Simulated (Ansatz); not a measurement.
Start from `[AlH2][BH][GeH3]` and change one atom or group to get `C[BH][GeH3]`.

Ansatz, PBE0-D4/def2-TZVP geometries, multiplicity 1. 

Scalar relativity is left out up to krypton.

| property | `[AlH2][BH][GeH3]` |
| --- | --- |
| size of the dipole moment (ωB97M-V/def2-TZVPP) / D | 0.64 |
| zero-point energy (PBE0-D4/def2-TZVP) / kJ/mol | 124.3 |
| LUMO energy (PBE/def2-TZVPP) / eV | -3.69 |
| HOMO energy (PBE0/def2-TZVPP) / eV | -7.31 |
| LUMO energy (B3LYP/def2-TZVPP) / eV | -2.91 |
| size of the dipole moment (B3LYP/def2-TZVPP) / D | 0.63 |

(1) Give the same properties after the change, and the shifts. (Best estimate.)

## Answers

(1) Computed: 
```tsv
property	`C[BH][GeH3]`	shift
size of the dipole moment (ωB97M-V/def2-TZVPP) / D	1.37	0.73
zero-point energy (PBE0-D4/def2-TZVP) / kJ/mol	186.1	61.8
LUMO energy (PBE/def2-TZVPP) / eV	-2.73	0.96
HOMO energy (PBE0/def2-TZVPP) / eV	-7.84	-0.53
LUMO energy (B3LYP/def2-TZVPP) / eV	-1.96	0.95
size of the dipole moment (B3LYP/def2-TZVPP) / D	1.37	0.74
```

With PBE0 the HOMO falls by 0.53 eV and the LUMO rises by 0.99 eV, so the gap widens by about 1.52 eV. PBE moves the HOMO by -0.45 eV and ωB97M-V by -0.61 eV. The zero-point energy changes by 61.8 kJ/mol with +3 modes. Dipoles are sizes alone; their direction can turn.

B3LYP here is the variant with VWN-RPA as its local correlation; programs differ in this.
